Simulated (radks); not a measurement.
These are the eigenvalues of the occupied orbitals of an atom or ion with whole-number occupations (Ry). Method: Dirac Kohn-Sham, PBE, spin-unpolarised, spherical densities, finite nucleus; Fermi nuclear charge, rms radius of each element as measured or else 0.836 A^(1/3) + 0.57 fm; computed with a radial shooting solver on a logarithmic mesh with Libxc functionals.

1s1/2: -473.0664
2s1/2: -55.25312
2p1/2: -47.40660
2p3/2: -46.63993
3s1/2: -6.91176
3p1/2: -4.67630
3p3/2: -4.58314
3d3/2: -1.09852
3d5/2: -1.08970
4s1/2: -0.87253

Which element is it, and in what charge state? The configuration may be excited. Open shells, if any, fill j = l - 1/2 first.

Answer. Z = 25, manganese, charge +1: Mn+ in [Ar] 3d5 4s1. The list shows which subshells hold electrons but not how many an open one holds; the 1s level, -236.53 hartree, gives Z - s = 21.8 by -(Z - s)^2/2, which with screening and relativity narrows Z to a few neighbours, and the depths of the outer levels then fix element, charge and occupations together.
